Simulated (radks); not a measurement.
Results of a calculation; reference values are marked as such.
Numerical settings for neutral holmium, [Xe] 4f11 6s2. Code: a radial shooting solver on a logarithmic mesh with Libxc functionals. Model: Dirac Kohn-Sham, PBE, spin-unpolarised, spherical densities, point nucleus; open shells fill j = l - 1/2 first. The defaults (mesh step 0.008 in ln r, mesh end at 40 bohr or more with all orbitals vanishing there, Anderson mixing 0.5 over 9 steps, residual threshold near 1e-9 with the energy settled to 1e-9 hartree or 1e-11 of itself, here a cap of 60 iterations) give E = -12628.5049 hartree and 4f7/2 at -2.626 eV in 17 iterations. Run on one thread of a shared host, so times are rough (Arm Neoverse N1): 0.26 s of CPU time, 0.26 s wall, 17 iterations on 2728 mesh points. Changes against that run (0 stands for a change within the tolerance of the run):

setting                    iterations         converged  E (mhartree)  e(4f7/2) (meV)  CPU (s)
mesh step in ln r 0.08             13                no      diverged               -     0.08
mesh step in ln r 0.05             17               yes       +0.0181         -0.0393     0.06
mesh step in ln r 0.2               4                no      diverged               -     0.01
mesh end (bohr) 20                 17               yes             0         +0.0192     0.24
mesh end (bohr) 2                  14  level above zero     +2.01e+04       +6.41e+04     0.16
residual threshold 1e-16           60                no             0               0     0.49
residual threshold 0.1             10               yes             0           -1.12     0.19
mixing 2.5                         18               yes             0               0     0.28
linear mixing, mixing 1            60                no     +6.62e+05       +2.63e+03      3.1
linear mixing, mixing 0.5          60                no     +1.63e+03       -2.63e+04      1.2
mixing history 2                   28               yes             0               0     0.36
iteration cap 5                     5                no         +15.1       +1.22e+03     0.09

Settled on a wrong energy, with an occupied level pushed above zero by the early mesh end: mesh end (bohr) 2 (+20.1 hartree). Apart from these: no run marked as converged misses the energy by more than 1 mhartree. A mesh that ends early acts as a hard wall.
